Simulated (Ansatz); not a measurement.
GeH8OSi2 can be A, `[SiH3][SiH2][O][GeH3]`, or B, `O[SiH]([SiH3])[GeH3]`.

Isolated molecules relaxed with PBE0-D4/def2-TZVP in Ansatz; ΔE leaves out vibrations. CCSD(T)/CBS adds triple-zeta CCSD(T) − MP2 to the extrapolated MP2 energy (def2 sets, frozen cores). DFT in def2-TZVPP. For Ge outer-core shells are correlated without core-valence functions, which leaves a few kJ/mol of doubt a bond. Scalar relativity is left out up to krypton. Each species was taken in one conformer, which may not be the lowest.

A:

Z-matrix (Å, degrees):
```
Si
Si 1 2.349
H 1 1.490 2 110.7
H 1 1.489 2 109.8 3 119.4
H 1 1.489 2 111.4 3 -120.3
O 2 1.638 1 112.2 3 61.6
H 2 1.493 1 108.2 3 -60.8
H 2 1.487 1 109.9 3 -178.5
Ge 6 1.776 2 134.7 1 -53.1
H 9 1.532 6 105.4 2 -179.8
H 9 1.538 6 108.4 2 -59.9
H 9 1.538 6 108.2 2 60.4
```

B:

```xyz
12

O    -1.256    1.490    0.850
Si    0.106    0.638    0.440
Si   -0.043   -1.440    1.500
Ge    0.308    0.367   -1.926
H    -1.349    2.375    0.493
H     1.338    1.347    0.901
H     1.179   -2.222    1.163
H    -1.234   -2.187    1.013
H    -0.130   -1.296    2.978
H     0.240    1.731   -2.641
H    -0.817   -0.517   -2.492
H     1.658   -0.285   -2.278
```

(1) Which is lower in electronic energy at CCSD(T)/CBS, and by how much? (Estimate.)

(2) Give E(B) − E(A) in kJ/mol with PBE-D4, PBE0-D4, CCSD/def2-TZVPP, B2PLYP, ωB97M-V, MP2/def2-TZVPP, HF/def2-TZVPP. (Estimate.)

Largest T1 diagnostic: 0.013.

Answers

(1) Ansatz gave: A, by 18.5 kJ/mol.

(2) Computed: PBE-D4 1.5, PBE0-D4 6.6, CCSD/def2-TZVPP 25.6, B2PLYP 24.1, ωB97M-V 19.9, MP2/def2-TZVPP 26.2, HF/def2-TZVPP 45.9. None reverses the order clearly.

From PBE to PBE0 (25 % exact exchange), in def2-TZVPP and without D4, E(B) − E(A) moves by +5.2 kJ/mol. In def2-TZVPP, CCSD(T) changes the Hartree–Fock value by −22.3 kJ/mol (the triples alone add −1.9 kJ/mol) and MP2 by −19.8 kJ/mol.
